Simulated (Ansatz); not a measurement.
`CB(O)[SiH]1CO1` + HCl → `Cl[SiH]1CO1` + `CBO` at 298.15 K and 1 bar (cleavage of the Si–B bond).

Gas-phase electronic energies from Ansatz, PBE0-D4/def2-TZVP geometries. CCSD(T)/CBS adds triple-zeta CCSD(T) − MP2 to the extrapolated MP2 energy (def2 sets, frozen cores). This one scheme is used for every species. One conformer a species, not always the lowest.

| species | CCSD(T)/CBS energy (Eh) | H − E (kJ/mol) | S (J/(mol·K)) |
| --- | --- | --- | --- |
| `CB(O)[SiH]1CO1` | -544.57357 | 274.5 | 374.6 |
| HCl | -460.38127 | 26.6 | 186.8 |
| `Cl[SiH]1CO1` | -863.91561 | 122.6 | 298.0 |
| `CBO` | -141.08489 | 182.2 | 272.4 |

H − E and S are ideal-gas, rigid-rotor, harmonic terms from PBE0-D4/def2-TZVP, for one conformer and one mirror image of each species. 1 Eh = 2625.50 kJ/mol, R = 8.31446 J/(mol·K).

**Question.** By hand: ΔE, ΔH, ΔS and ΔG.

**Answer.** ΔE = (-863.91561) + (-141.08489) − (-544.57357) − (-460.38127) = -0.04566 Eh = -119.9 kJ/mol. Δ(H − E) = 122.6 + 182.2 − 274.5 − 26.6 = 3.7, so ΔH = -116.2 kJ/mol. ΔS = 298.0 + 272.4 − 374.6 − 186.8 = 9.0 J/(mol·K). ΔG = -116.2 − 298.15 × (9.0)/1000 = -118.9 kJ/mol.

**Question.** By hand: the equilibrium constant, and the temperature at which ΔG would vanish if ΔH and ΔS stayed fixed.

**Answer.** log₁₀ K = −ΔG/(RT ln 10) = 20.8. ΔH and −TΔS have one sign here, so there is no such temperature.

The number of gas molecules stays the same, so ΔS is small and ΔH decides. A doubt of 5 kJ/mol in ΔE shifts log₁₀ K by 0.9 here. Other conformers and mirror images would add mixing entropy, several J/(mol·K) or more a flexible species. Modes under 60 cm⁻¹, often nearly free rotors, make the harmonic entropy too high. These are equilibria of isolated gas molecules and say nothing of rates. Largest T1 diagnostic: 0.015 (customary marks: 0.02 for closed shells, 0.045 for open ones).

ΔS is within the doubt of such terms, so its sign, and with it that verdict, could turn.
